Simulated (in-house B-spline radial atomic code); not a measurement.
**Removing one electron from Rb XXVIII (Rb27+)**

Closed shell [He] 2s2 2p6. Computed with a B-spline radial code for spherical atoms: Koopmans values of Dirac-Hartree-Fock plus a diagonal self-energy, in second order or with its direct term screened (direct RPA, with the hole-particle interaction, or full time-dependent Hartree-Fock), linearised in energy; no-pair Dirac-Coulomb Hamiltonian, finite nucleus. Shifts add to the Koopmans value (the ΔSCF shift is orbital relaxation alone); the final value takes TDHF screening with Breit and QED.

Command:
```bash
python run_mb.py task.json out
```
Settings (nuclear radius in fm, box in bohr, cutoff in hartree):
```
basis_form          2
Z                   37
core_configuration  [He] 2s2 2p6
rms_radius          4.2036
mass_number         85
speed_of_light      137.036
box_radius          3.834
lmax                7
intervals           59
virtual_cutoff      5476.0
```

Time taken, with all properties: 3.7 s on 1 thread of Intel(R) Xeon(R) 6975P-C, with other jobs on the host.

Energies in eV:

| subshell | Koopmans | ΔSCF shift | second order | direct RPA | hole-particle | TDHF | Breit + QED | final |
| --- | --- | --- | --- | --- | --- | --- | --- | --- |
| 2p3/2 | 3134.50 | -3.039 | ? | ? | ? | ? | ? | ? |
| 2p1/2 | 3198.30 | -3.268 | -1.791 | -1.362 | -1.606 | -1.644 | -3.486 | 3193.17 |
| 2s1/2 | 3386.35 | -2.173 | -2.936 | -2.402 | -2.711 | -2.755 | -3.573 | 3380.02 |

Question: What does the self-energy do to 2p3/2?

Answer: It shifts the removal energy by -1.587 eV in second order, -1.197 with direct RPA, -1.422 with the hole-particle term and -1.456 with TDHF screening (quasi-particle weight 0.998); Breit and QED add -2.428 eV. The final value is 3130.61 eV, against 3133.3 ± 1.8 eV (NIST, semi-empirical).
